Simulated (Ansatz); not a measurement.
[TaO2Cl2]- (TaCl2O2⁻), relaxed as a singlet with RKS PBE-D4/def2-SVPD in Ansatz, starting from the GFN2-xTB geometry. Force threshold 0.02 eV/Å.

In the def2 sets Ta takes a core potential; there is no spin–orbit coupling. The relaxation made no stability test and no search for a lower SCF solution.

Start:

```xyz
5

Ta    0.182   -0.055    0.023
O     1.281   -0.110   -1.303
O     0.809   -0.494    1.567
Cl   -1.600   -1.399   -0.453
Cl   -0.672    2.058    0.166
```

```json
{"step": "1", "energy (eV)": "-30676.7874", "largest force component (eV/Å)": "3.454", "SCF passes": "21"}
{"step": "2", "energy (eV)": "-30677.3195", "largest force component (eV/Å)": "0.727", "SCF passes": "32"}
{"step": "3", "energy (eV)": "-30677.3340", "largest force component (eV/Å)": "0.241", "SCF passes": "27"}
{"step": "4", "energy (eV)": "-30677.3379", "largest force component (eV/Å)": "0.023", "SCF passes": "21"}
{"step": "5", "energy (eV)": "-30677.3379", "largest force component (eV/Å)": "0.003", "SCF passes": "21"}
```

Force components are those of the run's own axes.

End:

```xyz
5

Ta    0.096   -0.028    0.012
O     1.337   -0.135   -1.250
O     0.878   -0.509    1.529
Cl   -1.673   -1.591   -0.490
Cl   -0.639    2.263    0.199
```

By distances, no bond broke or formed. The bond that changes most is Ta1–Cl4, from 2.28 to 2.41 Å (atoms count from 1).

No frequencies were taken in this run, so the end may be a saddle point.

It took 6 s on 4 threads of Arm Neoverse V2 on a shared host.
